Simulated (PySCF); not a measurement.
**InPb: energy against distance**

Set-up: In def2-SVP with ECP28, Pb def2-SVP with ECP60; scalar-relativistic core potentials (PySCF 2.14). Energies in eV from In + Pb in their ground configurations at the same level. State: ⁴Σ⁻ (quartet), unpaired electrons σ ↑, π ↑↑.

All columns are PBE0. A positive dipole means In(−)Pb(+).

```
R (Å)  E (eV)  μ (D)  Mulliken charge on In (basis-dependent)  HOMO (eV)  LUMO (eV)  Mayer bond order  ⟨S²⟩
2.505  -1.301  -0.46                                     0.05      -5.07      -2.67              1.60  3.75
2.622  -1.653  -0.66                                     0.07      -5.12      -2.55              1.53  3.75
2.738  -1.838  -0.89                                     0.10      -5.09      -2.47              1.46  3.75
2.826  -1.901  -1.08                                     0.12      -4.99      -2.49              1.41  3.75
2.913  -1.917  -1.28                                     0.13      -4.90      -2.50              1.37  3.75
3.000  -1.900  -1.50                                     0.15      -4.81      -2.50              1.33  3.75
3.117  -1.839  -1.79                                     0.17      -4.70      -2.50              1.28  3.75
3.263  -1.724  -2.16                                     0.18      -4.58      -2.49              1.22  3.75
3.437  -1.556  -2.61                                     0.20      -4.46      -2.46              1.17  3.75
3.670  -1.314  -3.18                                     0.22      -4.31      -2.42              1.11  3.75
```

A fit through these points gives, at Re = 2.907 Å, μ = -1.27 D and dμ/dR = -2.35 D/Å; the reduced mass is 74.01 u.

Question: How strong is the fundamental in the double-harmonic approximation, I = 42.26·(dμ/dR)²/μred km/mol?

Answer: I = 42.26·(-2.35)²/74.01 = 3.15 km/mol at PBE0.

Spin–orbit coupling is left out, which matters for elements this heavy, above all for dissociation energies. The state was picked by a PBE0 search and need not be the measured ground state.
